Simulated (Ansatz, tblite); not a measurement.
Cost and result up the ladder for K₂Cl₂ (4 atoms). Charge 0, multiplicity 1. Geometry: PBE0-D4/def2-TZVP.

| atom | x (Å) | y (Å) | z (Å) |
| --- | --- | --- | --- |
| K1 | -1.604 | -1.129 | -0.101 |
| K2 | 1.604 | 1.129 | 0.101 |
| Cl3 | 1.015 | -1.536 | 1.034 |
| Cl4 | -1.015 | 1.536 | -1.034 |

Ansatz on 4 threads of AMD EPYC 7R43 on a shared host; xTB runs through tblite on one thread. Times are rough, summed over both states, and most runs start from the orbitals of an earlier one. CCSD(T)/def2-TZVPP serves as the yardstick here, not as an exact answer. Differences are given only for rows in sets of like size (and for xTB, whose basis is part of the method), since another set adds its own error. The other state is a quintet at its own geometry, which has other bonds, so the gap mixes isomer and spin.

The 6-31G sets use Cartesian d functions. The xTB rows come from tblite. B3LYP takes the VWN-RPA correlation. Correlated methods freeze 20 core orbitals; core or outer-core shells of K are correlated, in sets that lack core-valence functions. In the quintet geometry the species has come apart into loosely held pieces. At PBE0-D4/def2-TZVP a singlet of charge 0 lies 10.00 eV below the quintet, each at its own geometry. The structure comes from a short search, and lower isomers may exist.

Correlated methods converge slowly with the basis.

xTB has no spin-polarisation term.

```json
{"level": "GFN1-xTB", "functions": "26", "quintet − singlet (eV)": "12.82", "difference from CCSD(T)/def2-TZVPP (eV)": "2.72"}
{"level": "GFN2-xTB", "functions": "26", "quintet − singlet (eV)": "9.95", "difference from CCSD(T)/def2-TZVPP (eV)": "-0.14"}
{"level": "r2SCAN-D4/def2-TZVP", "functions": "140", "quintet − singlet (eV)": "10.51", "difference from CCSD(T)/def2-TZVPP (eV)": "0.42"}
{"level": "MP2/def2-TZVP", "functions": "140", "quintet − singlet (eV)": "10.44", "difference from CCSD(T)/def2-TZVPP (eV)": "0.34"}
{"level": "PBE-D4/def2-TZVP", "functions": "140", "quintet − singlet (eV)": "9.95", "difference from CCSD(T)/def2-TZVPP (eV)": "-0.15"}
{"level": "CCSD(T)/def2-TZVPP", "functions": "150", "quintet − singlet (eV)": "10.10", "difference from CCSD(T)/def2-TZVPP (eV)": "0.00"}
{"level": "PBE0-D4/def2-TZVP", "functions": "140", "quintet − singlet (eV)": "9.99", "difference from CCSD(T)/def2-TZVPP (eV)": "-0.10"}
{"level": "RPA@PBE/def2-TZVP", "functions": "140", "quintet − singlet (eV)": "9.23", "difference from CCSD(T)/def2-TZVPP (eV)": "-0.86"}
{"level": "HF/6-31G", "functions": "84", "quintet − singlet (eV)": "8.54", "difference from CCSD(T)/def2-TZVPP (eV)": "–"}
{"level": "revPBE-D4/def2-TZVP", "functions": "140", "quintet − singlet (eV)": "9.58", "difference from CCSD(T)/def2-TZVPP (eV)": "-0.52"}
{"level": "B3LYP-D4/6-31G", "functions": "84", "quintet − singlet (eV)": "9.71", "difference from CCSD(T)/def2-TZVPP (eV)": "–"}
{"level": "B3LYP-D4/def2-TZVP", "functions": "140", "quintet − singlet (eV)": "9.71", "difference from CCSD(T)/def2-TZVPP (eV)": "-0.38"}
{"level": "PBE-QIDH/def2-TZVP (with forces)", "functions": "140", "quintet − singlet (eV)": "10.44", "difference from CCSD(T)/def2-TZVPP (eV)": "0.34"}
```

(1) Estimate how long each takes.

## Answers

(1) GFN1-xTB 0.008 s; GFN2-xTB 0.011 s; HF/6-31G 1.8 s; MP2/def2-TZVP 4.2 s; revPBE-D4/def2-TZVP 7.8 s; PBE-D4/def2-TZVP 7.9 s; B3LYP-D4/6-31G 8 s; RPA@PBE/def2-TZVP 9.6 s; B3LYP-D4/def2-TZVP 11 s; PBE0-D4/def2-TZVP 11 s; PBE-QIDH/def2-TZVP (with forces) 17 s; r2SCAN-D4/def2-TZVP 19 s; CCSD(T)/def2-TZVPP 40 s. On shared hardware such times vary by a factor of up to 3.
